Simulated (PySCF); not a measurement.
Below is a simulated gas-phase Cl 2p photoelectron spectrum of `[Cl][Zn-2]([Cl])([Cl])[Cl]`.

Every computed line was given a Gaussian of 0.7 eV full width at half maximum and an area set by the number of equivalent atoms (split 2:1 within a doublet); the highest printed point is 100. Level of theory: delta-SCF UKS SCAN, pcX-2 on the ionised atom, pcseg-1 elsewhere, spin-free X2C in PySCF.

(binding energy (eV), intensity): (195.0, 0), (195.1, 1), (195.2, 2), (195.3, 5), (195.4, 11), (195.5, 22), (195.6, 37), (195.7, 56), (195.8, 76), (195.9, 92), (196.0, 100), (196.1, 97), (196.2, 83), (196.3, 64), (196.4, 44), (196.5, 27), (196.6, 15), (196.7, 8), (196.8, 4), (196.9, 3), (197.0, 4), (197.1, 8), (197.2, 14), (197.3, 23), (197.4, 33), (197.5, 42), (197.6, 49), (197.7, 50), (197.8, 46), (197.9, 37), (198.0, 27), (198.1, 18), (198.2, 10), (198.3, 5), (198.4, 3), (198.5, 1), (198.6, 0), (198.7, 0)

Task: How many maxima does the curve show, and how many computed lines lie under it?

Result: The curve has 2 maxima (at 196.0 and 197.7 eV). Under it lie 2 lines from 1 inequivalent chlorine site, drawn as a 2p3/2, 2p1/2 pair.

Task: Decompose the envelope and assign each component. Numbering: `[Cl:1][Zn-2:2]([Cl:3])([Cl:4])[Cl:5]`.

Result: 
| position (eV) | relative area | line | atoms | environment |
| --- | --- | --- | --- | --- |
| 196.02 | 2.67 | Cl 2p3/2 | Cl1/Cl3/Cl4/Cl5 | chlorine bonded to Zn |
| 197.67 | 1.33 | Cl 2p1/2 | Cl1/Cl3/Cl4/Cl5 | chlorine bonded to Zn |

Task: What are the centre and the root-mean-square width of the whole band?

Result: The area-weighted mean of the lines is 196.57 eV. Their own spread about it is 0.78 eV (rms) and each Gaussian has σ = 0.7/2.355 = 0.30 eV; the variances add, which gives 0.83 eV.

The curve has no shake-up lines and no vibrational structure. The first atom of each set that the bonding makes equivalent was ionised and stands for the set. Spin–orbit coupling isn't in the SCF: each 2p doublet comes from a relaxed spin-free hole plus a matrix of the shell (mean-field spin–orbit coupling and the ground-state 2p splitting), with 2p3/2 averaged over its two sublevels. 2p1/2 minus 2p3/2 (ligand field included): Cl 1.65 eV. The species carries charge -2, so core ionisation leaves charge -1. The basis sets have no added diffuse functions. Geometry: PBE0-D3(BJ)/def2-SVP; no solvent, vibrations or thermal averaging. Whether so highly charged an anion holds all its electrons in the gas phase wasn't checked; a finite basis holds them in any case. The ion is multiply charged and computed without counter-ions or solvent. The geometry's basis has no diffuse functions, a weakness for an anion.

Time: 5.3 s; peak memory 0.35 GiB. Hardware: an Arm Neoverse V1 with one thread, no GPU, shared host with 32 logical CPUs at a one-minute load of 9.3.
